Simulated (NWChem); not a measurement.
System: Si₂H₅O₂Cl; SMILES [Si@@H](O)([SiH2]O)Cl

The following NWChem deck was run.

```
start job
memory heap 200 mb stack 900 mb global 1100 mb
geometry units angstroms noautoz
  O      0.910885    -2.469950    -0.169029
  Si    -0.463429    -1.678037     0.356053
  Si    -0.406280     0.558024    -0.357665
  O     -1.567400     1.395234     0.485059
  Cl     1.525068     1.286754     0.079069
  H      1.754364    -2.047437     0.049567
  H     -0.609844    -1.684105     1.840352
  H     -1.605166    -2.403245    -0.254401
  H     -0.540965     0.790994    -1.822135
  H     -1.709026     2.324497     0.249951
end
basis spherical
  * library def2-tzvp
end
dft
  xc m06-2x
  iterations 150
  semidirect filesize 400000000
  mulliken
end
task dft energy
```

All runs use the structure optimised with B3LYP/6-31G* (spherical d).

Give the results of this calculation. (M06-2X/def2-TZVP.) Quantities: energy (Ha); highest occupied level (eV); orbital gap (eV); dipole (D).


```yaml
energy (Ha): -1192.77
highest occupied level (eV): -9.08
orbital gap (eV): 9.02
dipole (D): 1.43
```
